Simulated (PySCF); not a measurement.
Vertical excitations of a molecule C5H7F from TDA-M06-2X/def2-SVPD (PySCF), as energy in eV (oscillator strength): 7.01 (0.065), 7.20 (0.007), 7.26 (0.201), 7.62 (0.000), 7.66 (0.008), 8.01 (0.136), 8.19 (0.001), 8.58 (0.017), 8.72 (0.069), 8.86 (0.033). Lowest triplet (TDA): 4.50 eV. The structure is a stationary point at PBE-D3(BJ)/def2-SVP. One conformer was computed; it need not be the lowest.

### Question
Which structure fits?
A) CC#C[C@@H](C)F
B) C[C@@]1(F)C=CC1
C) C=C/C(C)=C\F
D) CC1=CC[C@@H]1F

### Answer
D, CC1=CC[C@@H]1F
